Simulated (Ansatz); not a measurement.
`[SiH3]BS[SiH3]` + `BO` → `BOB[SiH3]` + `[SiH3]S` at 298.15 K and 1 bar (ligand exchange at a B–S bond).

Program: Ansatz. Geometries: PBE0-D4/def2-TZVP. ΔE: electronic, gas phase. CCSD(T)/CBS adds triple-zeta CCSD(T) − MP2 to the extrapolated MP2 energy (def2 sets, frozen cores). This one scheme is used for every species. One conformer a species, not always the lowest.

| species | CCSD(T)/CBS energy (Eh) | H − E (kJ/mol) | S (J/(mol·K)) |
| --- | --- | --- | --- |
| `[SiH3]BS[SiH3]` | -1004.95639 | 191.8 | 370.2 |
| `BO` | -101.80414 | 103.5 | 230.4 |
| `BOB[SiH3]` | -417.48760 | 184.9 | 337.9 |
| `[SiH3]S` | -689.27336 | 102.7 | 272.7 |

H − E and S are ideal-gas, rigid-rotor, harmonic terms from PBE0-D4/def2-TZVP, for one conformer and one mirror image of each species. 1 Eh = 2625.50 kJ/mol, R = 8.31446 J/(mol·K).

Question: By hand: ΔE, ΔH, ΔS and ΔG.

Answer: ΔE = (-417.48760) + (-689.27336) − (-1004.95639) − (-101.80414) = -0.00043 Eh = -1.1 kJ/mol. Δ(H − E) = 184.9 + 102.7 − 191.8 − 103.5 = -7.7, so ΔH = -8.8 kJ/mol. ΔS = 337.9 + 272.7 − 370.2 − 230.4 = 10.0 J/(mol·K). ΔG = -8.8 − 298.15 × (10.0)/1000 = -11.8 kJ/mol.

Question: By hand: the equilibrium constant, and the temperature at which ΔG would vanish if ΔH and ΔS stayed fixed.

Answer: log₁₀ K = −ΔG/(RT ln 10) = 2.1. ΔH and −TΔS have one sign here, so there is no such temperature.

TΔS isn't small against ΔH here. A doubt of 5 kJ/mol in ΔE shifts log₁₀ K by 0.9 here. Other conformers and mirror images would add mixing entropy, several J/(mol·K) or more a flexible species. Modes under 60 cm⁻¹, often nearly free rotors, make the harmonic entropy too high. These are equilibria of isolated gas molecules and say nothing of rates. Largest T1 diagnostic: 0.015 (customary marks: 0.02 for closed shells, 0.045 for open ones).

ΔS is within the doubt of such terms, so its sign, and with it that verdict, could turn.
